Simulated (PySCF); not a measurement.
**A survey of 19F NMR shifts**

[PySCF 2.14.0 with density-fitted response routines: NMR shieldings at PBE0/pcSseg-1/GIAO; geometry: GFN2-xTB; gas phase; non-relativistic Hamiltonian; one averaged value for each set of equivalent atoms; a single conformation]

Shieldings were converted by a linear fit to measured shifts: 19F: δ = 146.13 − 0.903σ +14.6 on sp3 carbon (rms 6.0 ppm, 223 shifts, 7.0 ppm with the 5 outliers that the fit left out vs CFCl3, solution or neat liquid). A few per cent of atoms miss by over 2 rms, more outside the fitted compound classes.

(1) Give the 19F shifts of `FCCCC(F)(F)F`, `CC(C)CC(F)F`, `CC(C(F)F)C(F)F`, `FC1=CC[C@@H]2C[C@H]12`, `N#CC1=CCC=C1F`.

(2) Match the shifts -53.0, -92.6, -122.3, -183.0 ppm to `C=C(F)C#CCC`, `C#C[C@H]1[SiH2]C/C(=C\F)C1=C`, `[H]/P=C(/F)c1ccccc1`, `C=C[C@]1(F)CC1=C`.

Results:

(1) 
```json
{"compound": "[F:1][CH2:2][CH2:3][CH2:4][C:5]([F:6])([F:7])[F:8]", "environment": "F6/7/8: fluorine of a CF3 group (×3)", "δ (ppm)": "-69.1"}
{"compound": "[F:1][CH2:2][CH2:3][CH2:4][C:5]([F:6])([F:7])[F:8]", "environment": "F1: fluorine on an sp3 carbon", "δ (ppm)": "-224.0"}
{"compound": "CC(C)CC(F)F", "environment": "fluorine of a CF2 group (×2)", "δ (ppm)": "-121.5"}
{"compound": "[CH3:1][CH:2]([CH:3]([F:4])[F:5])[CH:6]([F:7])[F:8]", "environment": "F4/7: fluorine of a CF2 group (×2)", "δ (ppm)": "-125.0"}
{"compound": "[CH3:1][CH:2]([CH:3]([F:4])[F:5])[CH:6]([F:7])[F:8]", "environment": "F5/8: fluorine of a CF2 group (×2)", "δ (ppm)": "-130.6"}
{"compound": "FC1=CC[C@@H]2C[C@H]12", "environment": "vinylic fluorine", "δ (ppm)": "-117.0"}
{"compound": "N#CC1=CCC=C1F", "environment": "vinylic fluorine", "δ (ppm)": "-124.0"}
```

(2) -53.0: [H]/P=C(/F)c1ccccc1 (fluorine bonded to C); -92.6: C=C(F)C#CCC (vinylic fluorine); -122.3: C#C[C@H]1[SiH2]C/C(=C\F)C1=C (vinylic fluorine); -183.0: C=C[C@]1(F)CC1=C (fluorine on an sp3 carbon).
